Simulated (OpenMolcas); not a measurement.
## CH2BrCl (bromochloromethane): a line through the functionals

CH2BrCl: 5 atoms, total charge 0, spin state singlet. As SMILES, `ClCBr`. Geometry: relaxed at PBE0-D4/def2-TZVP.

The electronic atomisation energy y, in eV, basis def2-SVPD; a is the functional's share of exact exchange. Programs: OpenMolcas 26.06.

```
functional     program     a  y (eV)
      TPSS  OpenMolcas     0   15.71
       PBE  OpenMolcas     0   16.00
     B3LYP  OpenMolcas   0.2       ?
      PBE0  OpenMolcas  0.25   15.67
     BHLYP  OpenMolcas   0.5   14.76
```

Question: Fit y = c + s·a to the known rows and predict B3LYP.

Answer: 
1. Means of the 4 rows: a = 0.1875, y = 15.535.
2. Σ(Δa)² = 0.17188, Σ(Δa·Δy) = -0.35375, so the slope is -0.35375/0.17188 = -2.0581.
3. Intercept: 15.535 − (-2.0581) × 0.1875 = 15.921. The largest residual of the fit is 0.26.
4. B3LYP: 15.921 + (-2.0581) × 0.2 = 15.51 eV.

The run gave 15.26 eV, so the prediction is off by +0.25 eV, within the scatter of the fit. The rows mix families of semi-local functionals, which the line can't see. Spin-orbit coupling is left out.
